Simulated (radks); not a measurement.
Spherical quantum dot in the effective-mass picture: electrons in a hard-walled sphere of radius 2.69, all in effective atomic units (hartree* = m*/eps^2 hartree, bohr* = eps/m* bohr), one dielectric constant everywhere. Calculated with a radial shooting solver with Libxc functionals: non-relativistic Kohn-Sham, PBEsol, spin-polarised, spherical densities. Levels are named by radial order and angular momentum (1s, 1p, 1d, 2s, ...), and open shells are averaged over m.

N = 22, configuration 1s2 1p6 1d10 1f(up 4, down 0). This is the lowest configuration that the search found. Occupied and some empty levels:

| level | occupation | eigenvalue (hartree*) | <r> (bohr*) |
|---|---|---|---|
| 1s up | 1 | 11.290 | 1.733 |
| 1s down | 1 | 11.352 | 1.722 |
| 1p up | 3 | 11.694 | 1.831 |
| 1p down | 3 | 11.764 | 1.825 |
| 1d up | 5 | 12.360 | 1.906 |
| 1d down | 5 | 12.434 | 1.902 |
| 1f up | 4 | 13.250 | 1.965 |
| 1f down | 0 | 13.328 | 1.963 |
| 2s up | 0 | 13.571 | 1.222 |
| 2s down | 0 | 13.594 | 1.225 |
| 1g up | 0 | 14.347 | 2.014 |
| 1g down | 0 | 14.427 | 2.013 |
| 2p up | 0 | 14.811 | 1.412 |
| 2p down | 0 | 14.844 | 1.411 |
| 2d up | 0 | 16.267 | 1.535 |
| 2d down | 0 | 16.308 | 1.534 |

Energy (hartree*): total 155.762, kinetic 50.812, external 0, Hartree 118.31, exchange-correlation -13.359.
